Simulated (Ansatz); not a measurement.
The same path of ClFGeH2 (5 atoms, charge 0, multiplicity 1) was run twice with different band settings. Lost on the way: Ge1–Cl2, Ge1–H3. Made: Cl2–H3.

Computed with Ansatz, RKS B3LYP-D4/def2-SVP.

Relaxed end points:

```xyz
5
Properties=species:S:1:pos:R:3
Ge 0.335 -0.055 0.089
Cl 0.686 -0.003 2.218
H 1.677 0.046 -0.645
F -0.573 1.377 -0.308
H -0.555 -1.258 -0.244
```

```xyz
5
Properties=species:S:1:pos:R:3
Ge -0.274 -0.320 -0.861
Cl 1.500 -0.209 1.429
H 2.457 0.440 0.848
F -0.920 1.297 -0.521
H -1.194 -1.102 0.215
```

Common settings: movable images 7; climbing image yes; spring 5.0 eV/Å²; start path through a guess of the saddle point; force threshold 0.05 eV/Å; iteration limit 60; end points relaxed.

| run | optimiser | largest step |
| --- | --- | --- |
| 1 | quadratic models (default) | default |
| 2 | lbfgs | 0.02 Å |

(1) What does each run give, and how far can it be trusted?

## Answers

(1) Run 1: converged after 10 iterations, highest image 2.258 eV above the first end. A vibrational analysis at the climbing image gives one clearly imaginary mode, 951i cm⁻¹: a first-order saddle point.
Run 2: converged after 39 iterations, highest image 2.258 eV above the first end. Another band between the same ends (7 images) ends at a top of the same energy, where a vibrational analysis finds 1 clearly imaginary mode.
The orbitals stay closed-shell, which can raise the energy where a bond breaks towards radicals; this wasn't checked here.
